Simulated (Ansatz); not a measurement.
Consider the formal exchange of groups at a B–O bond: `B[O][AlH][NH2]` + `[CH3][GaH2]` → `[BH2][GaH][CH3]` + `[NH2][AlH][OH]`.

Isolated molecules relaxed with PBE0-D4/def2-TZVP in Ansatz; ΔE leaves out vibrations. CCSD(T)/CBS adds triple-zeta CCSD(T) − MP2 to the extrapolated MP2 energy (def2 sets, frozen cores). This one scheme is used for every species. Functionals use def2-TZVPP. B3LYP here is the variant with VWN-RPA as its local correlation; programs differ in this. HSE06 is defined as in plane-wave codes. For Ga outer-core shells are correlated without core-valence functions, which leaves a few kJ/mol of doubt a bond. Scalar relativity is left out up to krypton. Each species was taken in one conformer, which may not be the lowest.

CCSD(T)/CBS gives +153.6 kJ/mol.

Problem. Another level gave +164.6 kJ/mol. Which?
A. r2SCANh/def2-TZVPP
B. PBE-D4/def2-TZVPP
C. HSE06/def2-TZVPP
D. B3LYP/def2-TZVPP

Solution. D. B3LYP 164.6, r2SCANh 160.0, HSE06 155.1, PBE-D4 150.4 kJ/mol.

Largest T1 diagnostic among the species: 0.013.

From BLYP to BHLYP (50 % exact exchange), in def2-TZVPP and without D4, ΔE moves by +10.4 kJ/mol. In def2-TZVPP, CCSD(T) changes the Hartree–Fock value by −20.8 kJ/mol (the triples alone add −1.0 kJ/mol) and MP2 by −17.1 kJ/mol. At CCSD(T), def2-SVP lies +33.9 kJ/mol from the extrapolated value and def2-TZVPP +3.9 kJ/mol.
